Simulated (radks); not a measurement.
Values are calculated unless marked as measured or tabulated.
Cs51+, configuration [He] 2s1 7d1 (not the ground configuration). Code: a radial shooting solver on a logarithmic mesh with Libxc functionals. Model: scalar-relativistic Kohn-Sham, SCAN, spin-unpolarised, spherical densities, finite nucleus; meta-GGA in the generalised Kohn-Sham scheme; Fermi nuclear charge, rms radius 4.8041 fm.

Radial electron density D(r) = 4 pi r^2 rho(r):

```
   r/bohr * D(r) (the largest magnitude, 63.9, reaches the edge; | marks zero)
  0.00156 |   *
 0.002031 |     *
 0.002645 |        *
 0.003472 |             *
 0.004521 |                   *
 0.005886 |                          *
 0.007726 |                                    *
  0.01006 |                                             *
   0.0131 |                                                    *
   0.0172 |                                                      *
  0.02239 |                                                 *
  0.02916 |                                     *
  0.03827 |                      *
  0.04983 |            *
  0.06489 |         *
  0.08517 |         *
   0.1109 |       *
   0.1444 |   *
   0.1895 |*
   0.2468 *
   0.3214 *
   0.4218 *
   0.5493 *
   0.7153 *
   0.9388 |*
    1.222 *
    1.592 |*
    2.089 *
    2.721 *
```

D(r) has 6 maxima, at r = 0.0164, 0.0859, 0.267, 0.536, 0.888, 1.51 bohr, and minima at 0.0681, 0.265 bohr, inside which lie 2.13, 3.03 electrons.
